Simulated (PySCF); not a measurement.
## BrCl and its ions

RHF; basis Br cc-pVDZ-PP with ECP10, Cl cc-pV(D+d)Z; scalar-relativistic core potentials; PySCF 2.14. Neutral (RHF): singlet (closed shell), Re = 2.144 Å, ωe = 471 cm⁻¹, De = 0.54 eV, HOMO -11.49 eV, LUMO 0.42 eV.

BrCl⁺ (UHF): doublet (π ↑), Re = 2.049 Å, ωe = 489 cm⁻¹, De = 0.74 eV to Br⁺ + Cl. The energies at the minima are -874.96500 hartree for BrCl and -874.57725 for BrCl⁺.

(1) Work out the adiabatic ionisation energy, without and with harmonic zero-point energies (1 hartree = 27.2114 eV, 1 eV = 8065.5 cm⁻¹), and the change of the bond length.

Spin–orbit coupling is left out. For an ion De counts to the pair picked by the measured ionisation energies or electron affinities, which need not be the lowest pair at this level. Where the molecule has an RHF reference, its open-shell atoms are computed with UHF. Hartree–Fock leaves out correlation, which carries a large part of most bond energies and some tenths to 1 eV of ionisation energies. States were picked by a PBE0 search and need not be the measured ground states.

Neutral and ion stand on different kinds of reference determinant, which adds to the error of the difference.

Results:

(1) At HF: 0.38775 hartree = 10.551 eV between the minima; the zero-point term (489.0 − 471.0)/2 cm⁻¹ = +0.001 eV makes it 10.552 eV. Re changes by -9.5 pm against the neutral. Minus the HOMO energy is 11.49 eV, +0.94 eV from the value between the minima; Hartree–Fock orbital energies leave out relaxation and correlation. The electron leaves a π orbital, and the shorter bond of the ion fits an antibonding orbital, or a change in how ionic the bond is.
